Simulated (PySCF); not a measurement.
H3S, SMILES [SH3+], charge +1. Coordinates come from a B3LYP-D3(BJ)/def2-TZVPD optimisation. The isomer is the one that the SMILES or the coordinates give; other isomers of the formula were not compared.

Problem. Give the equilibrium geometry at B3LYP-D3(BJ)/def2-TZVPD (PySCF confirms it by a frequency run) as bond lengths and angles, and its point group. (The exact figures need the calculation; the answer reports its results.)

Solution. point group C3v.
Atoms: S1 H2 H3 H4. Bond lengths (Å): S1–H2 1.358, S1–H3 1.358, S1–H4 1.358. Angles (°): H2–S1–H3 94.2, H2–S1–H4 94.2, H3–S1–H4 94.2.
Charge +1, spin multiplicity 1.
